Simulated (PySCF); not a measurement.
A PySCF script (with the pyscf-properties extension) for the NMR shieldings of SMILES C(C)C(CC)CC, C7H16, on a PBE0-D3(BJ)/def2-SVP geometry:

```python
import basis_set_exchange as bse
import numpy as np
from pyscf import gto, scf
from pyscf.prop import nmr

atoms = """
C     1.304645   -2.046454   -0.014458
C     0.462692   -1.223073   -0.979296
C    -0.045613    0.119136   -0.434868
C     1.108270    1.088109   -0.147337
C     0.694367    2.548143   -0.033759
C    -0.964274   -0.034398    0.782255
C    -2.206170   -0.879968    0.544786
H     2.197893   -1.498310    0.322633
H     0.736604   -2.334499    0.883798
H     1.652465   -2.975735   -0.490458
H    -0.397664   -1.826077   -1.313634
H     1.049560   -1.021009   -1.891763
H    -0.652533    0.570068   -1.243712
H     1.858350    0.991560   -0.951367
H     1.623536    0.780376    0.779315
H     0.202381    2.894893   -0.956785
H     1.565257    3.197825    0.141562
H    -0.008312    2.716827    0.796521
H    -0.384433   -0.453548    1.623363
H    -1.275414    0.969077    1.115262
H    -2.868514   -0.870681    1.423641
H    -2.787783   -0.503285   -0.312291
H    -1.957933   -1.931833    0.335763
"""
names = dict.fromkeys(["C", "H"], "pcSseg-1")
basis = {el: gto.basis.parse(bse.get_basis(n, elements=[el], fmt="nwchem")) for el, n in names.items()}
mol = gto.M(atom=atoms, basis=basis, charge=0, verbose=0)
mf = scf.RHF(mol)
mf.conv_tol = 1e-9
mf.kernel()

calc = nmr.RHF(mf)   # GIAO
C = mf.mo_coeff
Co = C[:, mf.mo_occ > 0]
resp = mf.gen_response(singlet=True, hermi=2)
def vind(x):   # induced exchange potential for any number of trial vectors
    d = np.einsum("pi,xij,qj->xpq", C, 2 * x.reshape(-1, C.shape[1], Co.shape[1]), Co, optimize=True)
    return np.einsum("xpq,pi,qj->xij", resp(d - d.transpose(0, 2, 1)), C, Co, optimize=True).ravel()
mo1, _ = nmr.rhf.solve_mo1(calc, with_cphf=vind)
sigma = calc.kernel(mo1)
for i, s in enumerate(sigma):   # ppm
    w = np.linalg.eigvalsh((s + s.T) / 2)
    print("%2d %-2s iso %8.1f  s11 %8.1f  s22 %8.1f  s33 %8.1f" % (i, mol.atom_pure_symbol(i), w.mean(), *w))
```

Q: What are the results?

A: 
```
 0 C  iso    182.8  s11    176.9  s22    181.7  s33    189.7
 1 C  iso    166.7  s11    156.7  s22    164.9  s33    178.4
 2 C  iso    155.1  s11    143.1  s22    160.5  s33    161.7
 3 C  iso    163.6  s11    149.0  s22    162.4  s33    179.6
 4 C  iso    176.3  s11    162.9  s22    175.8  s33    190.3
 5 C  iso    170.2  s11    156.0  s22    172.7  s33    181.9
 6 C  iso    177.2  s11    166.0  s22    176.0  s33    189.7
 7 H  iso     31.0  s11     25.4  s22     30.6  s33     36.9
 8 H  iso     30.9  s11     25.5  s22     30.8  s33     36.4
 9 H  iso     30.9  s11     26.0  s22     27.4  s33     39.3
10 H  iso     30.3  s11     25.6  s22     29.3  s33     35.9
11 H  iso     30.7  s11     25.7  s22     29.3  s33     37.3
12 H  iso     31.2  s11     27.8  s22     29.7  s33     36.0
13 H  iso     30.8  s11     24.6  s22     31.2  s33     36.5
14 H  iso     30.8  s11     25.8  s22     31.4  s33     35.1
15 H  iso     31.0  s11     26.4  s22     28.8  s33     37.7
16 H  iso     30.6  s11     25.5  s22     27.5  s33     38.7
17 H  iso     30.6  s11     25.1  s22     30.5  s33     36.1
18 H  iso     31.0  s11     27.6  s22     29.8  s33     35.5
19 H  iso     30.5  s11     23.6  s22     31.7  s33     36.2
20 H  iso     30.6  s11     25.6  s22     27.4  s33     38.7
21 H  iso     31.0  s11     26.5  s22     28.8  s33     37.9
22 H  iso     30.6  s11     25.1  s22     30.6  s33     36.1
```

These numbers come from an equivalent density-fitted implementation of the same equations, which agrees with the script to about 0.01 ppm for H and up to a few tenths of a ppm for heavy atoms, so last digits may differ.

Q: Turn these shieldings into chemical shifts. References, each an isolated molecule treated in the same way: 13C (σref 190.85), 1H (σref 31.69) vs TMS.

A: Averaging equivalent atoms: C 2: 35.8; C 1/3/5: 24.0; C 0/4/6: 12.1; H 10/11/13/14/18/19: 1.02; H 7/8/9/15/16/17/20/21/22: 0.90; H 12: 0.53 ppm. 

Size and cost of the density-fitted run: 199 basis functions, 16 s wall time on 1 thread of an Arm Neoverse V1, shared host.
